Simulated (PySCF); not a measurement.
B(Me)(OMe)(SH) (C₂H₇BOS), SMILES SB(OC)C.

Coordinates come from a B3LYP-D3(BJ)/def2-SVP optimisation. The structure was generated by enumeration, and PubChem lists no compound with its InChIKey, so it may never have been made. One conformer was computed; it need not be the lowest.

Two levels are set side by side: PBE/def2-TZVP (PySCF) and r2SCAN/def2-TZVP (PySCF). Same geometry, gas phase. Differences are taken from unrounded values.

| quantity | r2SCAN | PBE | PBE minus r2SCAN |
|---|---|---|---|
| orbital gap (eV) | 6.37 | 5.74 | -0.63 |
| highest occupied level (eV) | -6.62 | -6.33 | 0.29 |
| lowest empty level (eV) | -0.25 | -0.59 | -0.35 |
| dipole moment (D) | 0.15 | 0.18 | 0.03 |
| mean polarisability (bohr³) | 62.4 | 64.1 | 1.7 |

Rough cost on one machine, each run with all the roots and properties that it gave: r2SCAN against PBE about 4 times.
